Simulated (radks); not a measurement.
The numbers below are computed, except where a source is named.
Species: Ce4+. Configuration: [Kr] 4d9 5s2 5p6 4f1 (not the ground configuration). Level of theory: scalar-relativistic Kohn-Sham, exchange-only r2SCAN, spin-polarised, spherical densities, finite nucleus; open shells are filled with parallel spins first (spin-orbit coupling, left out, can overturn this in heavy ions); meta-GGA in the generalised Kohn-Sham scheme; Fermi nuclear charge, rms radius 4.8771 fm (a radial shooting solver on a logarithmic mesh with Libxc functionals).

Unscreened Slater integrals over Kohn-Sham orbitals (cm^-1). They are taken over the spin-up orbitals.

integral,value
"F0(4f,4f)",213700
"F2(4f,4f)",103020
"F4(4f,4f)",64925
"F6(4f,4f)",46792
"F0(4f,5p)",143070
"F2(4f,5p)",52581
"G2(4f,5p)",27047
"G4(4f,5p)",21293
"F0(4f,5s)",155780
"G3(4f,5s)",30517
"F0(4f,4d)",237120
"F2(4f,4d)",114820
"F4(4f,4d)",73560
"G1(4f,4d)",135930
"G3(4f,4d)",85397
"G5(4f,4d)",60410
"F0(5p,5p)",120840
"F2(5p,5p)",65880
"F0(5p,5s)",127120
"G1(5p,5s)",86508
"F0(5p,4d)",149430
"F2(5p,4d)",44794
"G1(5p,4d)",12805
"G3(5p,4d)",12568
"F0(5s,5s)",134900
"F0(5s,4d)",163980
"G2(5s,4d)",18215
"F0(4d,4d)",269400
"F2(4d,4d)",137660
"F4(4d,4d)",92285

Derived for the open shells (J is the average intra-shell exchange parameter used in DFT+U). 4d: Racah B = F2/49 - 5 F4/441 = 1763 cm^-1, C = 35 F4/441 = 7324 cm^-1, C/B = 4.15, F4/F2 = 0.670, J = (F2 + F4)/14 = 16420 cm^-1. 4f: F4/F2 = 0.630, F6/F2 = 0.454, J = (286 F2 + 195 F4 + 250 F6)/6435 = 8364 cm^-1.
